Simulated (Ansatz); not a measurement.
Cost and result for the atomization energy of `O[SiH2][SiH](O)O` (11 atoms, 10 bonds).

Z-matrix (Å, degrees):
```
Si
Si 1 2.354
O 1 1.653 2 106.8
H 1 1.494 2 109.6 3 -120.3
H 1 1.486 2 113.5 3 120.0
O 2 1.658 1 98.7 3 15.7
O 2 1.647 1 114.5 3 136.4
H 2 1.485 1 117.8 3 -102.3
H 3 0.961 1 113.8 2 -14.6
H 6 0.959 2 118.6 1 -172.2
H 7 0.959 2 117.4 1 -40.4
```

Total charge 0; spin multiplicity 1. All single points use the PBE0-D4/def2-TZVP geometry. It is one conformer, not always the lowest. Program: Ansatz. All runs use 4 threads of an Arm Neoverse V2 on a shared host. Times are those of one run each, without the atoms' runs, and a repeat can differ threefold. Electronic energies, without spin–orbit coupling; frozen cores. CCSD(T)/CBS adds CCSD(T) − MP2 in def2-TZVPP to the MP2 limit, and its time is that of the two runs behind it. T1 = 0.012. B3LYP takes the VWN-RPA correlation (the form of Gaussian; ORCA's B3LYP/G). HSE06 is the plane-wave form, built on full-range PBE exchange.

CCSD(T)/CBS is a level of theory with its own doubt, some kJ/mol a heavy atom from the limit and from the frozen cores, so smaller differences don't rank the functionals.

```csv
level,functions,wall time,atomization (kcal/mol),difference from CCSD(T)/CBS,per bond
revPBE-D4/def2-TZVPP,261,2.2 s,929.7,-26.8,-2.7
BLYP-D4/def2-TZVPP,261,2.2 s,945.0,-11.5,-1.2
PBE0-D4/def2-TZVPP,261,3.3 s,934.9,-21.6,-2.2
BHLYP-D4/def2-TZVPP,261,3.4 s,915.3,-41.2,-4.1
HSE06-D4/def2-TZVPP,261,3.6 s,935.6,-20.9,-2.1
CAM-B3LYP-D4/def2-TZVPP,261,3.8 s,952.8,-3.7,-0.4
r2SCAN-D4/def2-TZVPP (with forces),261,5.5 s,949.6,-6.9,-0.7
B3LYP-D4/def2-TZVPP (with forces),261,5.5 s,944.8,-11.7,-1.2
CCSD(T)/def2-SVP,108,5.5 s,867.1,-89.4,-8.9
ωB97X-V/def2-TZVPP,261,8 s,953.7,-2.8,-0.3
MP2/def2-QZVPP,491,23 s,963.2,6.7,0.7
CCSD(T)/def2-TZVPP,261,3.1 min,925.4,-31.1,-3.1
CCSD(T)/CBS(def2),–,3.5 min,956.5,0.0,0.0
```

The D4 term adds +8.9 kcal/mol with B3LYP and +4.7 kcal/mol with PBE0; it sums over pairs of atoms, weighted by their polarisabilities, and B3LYP, whose exchange is more repulsive, gets the larger term. At CCSD(T), def2-SVP lies −89.4 kcal/mol from the extrapolated value and def2-TZVPP −31.1 kcal/mol: correlation converges slowly with the basis, and small sets miss more of it in the bonded molecule than in its fragments. From r2SCAN to r2SCAN0 (25 % exact exchange), in def2-TZVPP and without D4, the atomization energy moves by −19.6 kcal/mol: exact exchange takes away binding that semilocal exchange gives to molecules.
